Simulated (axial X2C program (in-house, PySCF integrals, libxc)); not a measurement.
## Spin–orbit effects down a group: molecules with C, PBE0

Calculated with an in-house all-electron X2C program for linear molecules (integrals from PySCF), spin-free (one-electron X2C) or two-component (2c: spin–orbit coupling with atomic mean-field Coulomb and Gaunt terms, which also bring small scalar terms), in Dyall basis sets with cores contracted in-house; open shells are unrestricted.

Basis sets: C dyall-v3z, Ge dyall-cv3z, Pb dyall-cv3z, Si dyall-v3z, Sn dyall-cv3z.

```tsv
molecule	spin-free state	Re (Å)	ωe (cm⁻¹)	De (eV)	2c state	Re 2c (Å)	ωe 2c (cm⁻¹)	De 2c (eV)
SiC	M_S = 1, Λ = 1	1.718	983.2	4.27	Ω = 2	1.718	982.5	4.28
GeC	M_S = 1, Λ = 1	1.791	818.0	3.78	Ω = 2	1.792	812.2	n/a
SnC	M_S = 1, Λ = 1	2.008	649.0	3.13	Ω = 2	2.014	636.0	n/a
PbC	M_S = 1, Λ = 1	2.088	566.7	2.83	Ω = 2	2.107	529.8	2.08
```

Work out the shifts from the spin-free to the two-component result.



```csv
molecule,2c state,ΔRe (Å),Δωe (cm⁻¹),ΔDe (eV)
SiC,Ω = 2,0.000,-0.7,0.01
GeC,Ω = 2,0.001,-5.8,n/a
SnC,Ω = 2,0.006,-13.0,n/a
PbC,Ω = 2,0.019,-36.9,-0.75
```

Shifts of one unit in the last digit are rounding.

Each entry is the lowest single determinant of a limited PBE0 search at one distance. De goes to single-determinant-based atoms at the same level (for ions the charge split of lowest energy) and is withheld (n/a) where an atom does not fit its ground term or J level. Main or longest-lived isotopes. One determinant is a doubtful description, or other states lie close, for SiC, GeC, SnC, PbC; these need not be ground states, and all values refer to the states named. Some open-shell Ω = 0 determinants are out of reach, so the Ω given for SiC, GeC, SnC, PbC need not be the lowest component. With several unpaired electrons the Ω given is that of one determinant, not necessarily of the lowest component. Some light 2c atoms are not at their ground J level, so De misses part of their lowering (0.04 eV or less). The functionals have no current term, which raises determinants with orbital currents.
